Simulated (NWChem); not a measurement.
# Dipole moment of arsine (H3As)

```
As
H 1 1.5406
H 1 1.5406 2 91.12
H 1 1.5406 2 91.12 3 -91.15
```
Charge 0, spin multiplicity 1.

All runs are NWChem calculations. All single points use one geometry, from PBE/def2-SVP, a minimum by its harmonic frequencies.

Basis set: aug-cc-pVDZ. The CCSD dipole comes from the Λ equations, without orbital relaxation.

```json
[
 {"method": "BHandHLYP", "dipole moment (D)": "0.24", "difference from CCSD": "0.00"},
 {"method": "CCSD", "dipole moment (D)": "0.23", "difference from CCSD": "0.00"},
 {"method": "PBE", "dipole moment (D)": "0.24", "difference from CCSD": "0.00"},
 {"method": "B3LYP", "dipole moment (D)": "0.19", "difference from CCSD": "-0.05"},
 {"method": "HF", "dipole moment (D)": "0.30", "difference from CCSD": "+0.07"}
]
```

The values span 0.12 D, from B3LYP (lowest) to HF (highest). 

The Hamiltonian is non-relativistic. The correlated methods keep 9 core orbitals frozen. B3LYP has NWChem's definition, with VWN1-RPA local correlation. Coupled-cluster values serve here as a point of comparison, not as the truth.
